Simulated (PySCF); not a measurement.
## Mass spectrum arithmetic for `CC[S+][C@H](C)CC`

Species: `CC[S+][C@H](C)CC` [radical].

Calculated from isotope tables alone.

(1) Molar mass and exact mass?

(2) What cluster does the ion itself show when like nominal masses merge?

(3) What share of all these ions is the monoisotopic species?

(4) What resolving power m/Δm just matches the spacing of the species with one 33S and with one 13C?

(5) Count the protons, neutrons and electrons of the monoisotopic species, and give its exact less its nominal mass.

Answers

(1) For [C6H14S]+, with standard atomic weights, 6 × 12.011 + 1 × 32.060 + 14 × 1.008 = 118.238 g/mol. From the most abundant isotopes (12C, 32S, 1H), 6 × 12.000000 + 1 × 31.972071 + 14 × 1.007825 = 118.0816 u for neutral atoms; the ion's mass is 118.0811 u once 1 electron mass (0.000549 u) is taken off.

(2) 
```json
{"nominal mass": "118", "m/z (centroid)": "118.0811", "relative intensity": "100.0"}
{"nominal mass": "119", "m/z (centroid)": "119.0841", "relative intensity": "7.5"}
{"nominal mass": "120", "m/z (centroid)": "120.0774", "relative intensity": "4.8"}
{"nominal mass": "121", "m/z (centroid)": "121.0804", "relative intensity": "0.3"}
```

Lines under 0.1 % of the tallest are left out.

(3) 0.9893^6 × 0.9493 × 0.999885^14 = 88.85 %.

(4) They lie 0.00397 u apart at mass 119.08, so m/Δm is about 30000.

(5) 66 protons, 52 neutrons and 65 electrons; 118.0816 − 118 = +0.0816 u, electron masses as for neutral atoms.
